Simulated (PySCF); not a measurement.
Gas-phase reaction: 2 SbCl₅ + 3 I₂ → 2 SbI₃ + 5 Cl₂

Energies from PySCF, thermal terms from the rigid-rotor harmonic-oscillator model, ideal gas at 1 bar. † marks an energy on the PBE0/def2-TZVP geometry and frequencies; other levels use their own. MP2 freezes the core. All species are closed-shell singlets. B3LYP is the form with VWN-RPA correlation. I, Sb: scalar-relativistic def2 core potential, no spin-orbit coupling. MP2 isn't extrapolated to the basis-set limit; its ΔH°(298 K) is 607.5 kJ in def2-SVP and 560.6 kJ in def2-TZVPP. The harmonic model lacks anharmonicity and excited electronic states, which grow with temperature; levels with a mode under 35 cm⁻¹ are left out. Soft modes under 120 cm⁻¹ make the harmonic entropy rough for SbCl₅, SbI₃.

| level | ΔE electronic, kJ | ΔH°(298 K), kJ | ΔS°(298 K), J/K | ΔG°(2000 K), kJ |
|---|---|---|---|---|
| B3LYP/def2-TZVP† | 479 | 472 | 323 | -124 |
| HF/def2-TZVP† | 549 | 542 | 323 | -54 |
| M06-2X/def2-TZVP† | 593 | 586 | 323 | -9 |
| MP2/def2-TZVPP† | 568 | 561 | 323 | -34 |
| PBE/def2-SVP | 534 | 526 | 319 | -62 |
| PBE/def2-TZVP† | 488 | 481 | 323 | -114 |
| LDA/def2-TZVP† | 550 | 542 | 323 | -53 |
ΔH° is lowest at B3LYP/def2-TZVP† and highest at M06-2X/def2-TZVP†. No reference value is set beside these.
